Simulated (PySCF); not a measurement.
CdBr2, SMILES [Br][Cd][Br].

Coordinates come from a B3LYP-D3(BJ)/def2-SVP optimisation. The structure was generated by enumeration; whether it is a known compound was not checked. The def2 effective core potentials stand for the cores of Cd; spin–orbit coupling is left out.

Method: B3LYP-D3(BJ)/def2-SVP (PySCF 2.14.0).

Frequencies are harmonic and unscaled.

Modes within 1.5 cm⁻¹ of each other (mostly degenerate sets) share a row, with their intensities summed.

```csv
mode,ν (cm⁻¹),IR (km/mol),moving atoms (share of kinetic energy)
1–2,63,9.8,"Cd 59 %, Br 41 %"
3,201,0.0,Br 100 %
4,315,38.0,"Cd 59 %, Br 41 %"
```
